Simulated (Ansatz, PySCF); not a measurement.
The pair A = H2S (SMILES S) (first 3 atoms), B = H2Se (SMILES [SeH2]); geometry from B3LYP-D3(BJ)/def2-TZVP.
(charge 0, multiplicity 1):
```xyz
6

S     -0.233    -0.231    -0.083
H      0.582     0.817     0.118
H     -1.302     0.433     0.387
Se     0.183     0.157     3.557
H      0.400    -0.072     4.996
H      0.393    -1.262     3.249
```

Cores are frozen in the correlated methods. Filled d and f shells under p-block atoms count as core. CBS(a, b) extrapolates the correlation energy as X⁻³ and adds the Hartree–Fock energy of set b. MP2 and its Hartree–Fock in def2-QZVPPD are density fitted.

Programs: Ansatz (a program for electronic structure) with Gaussian orbitals; PySCF for the dispersion terms. Each number belongs to the level named beside it.

The monomers are drawn apart, rigid, along the line of their centres of mass. Counterpoise-corrected interaction energies (kcal/mol):

```tsv
level	R = 5.147 Å	R = 6.621 Å
PBE/def2-TZVPPD	-0.3668	-0.0906
PBE-D3(BJ)/def2-TZVPPD	-0.5988	-0.1425
wB97M-V/def2-TZVPPD	-0.4784	-0.1299
MP2/CBS(def2-TZVPPD, def2-QZVPPD) + ΔCCSD(T)/def2-TZVPPD	-0.4734	-0.1298
```

**Question.** R is the distance of the centres of mass. Find the local exponent m of E ∝ R⁻ᵐ between the two points.

**Answer.** 
m = ln(E₁/E₂)/ln(R₂/R₁): PBE/def2-TZVPPD 5.6; PBE-D3(BJ)/def2-TZVPPD 5.7; wB97M-V/def2-TZVPPD 5.2; MP2/CBS(def2-TZVPPD, def2-QZVPPD) + ΔCCSD(T)/def2-TZVPPD 5.1. For scale, two fixed dipoles give m = 3, dipole and quadrupole 4, quadrupoles 5, and dispersion or dipole-induced dipole 6 at long range; at these distances several terms mix, and what is left of overlap and damping shifts m, so it need not match one of them.
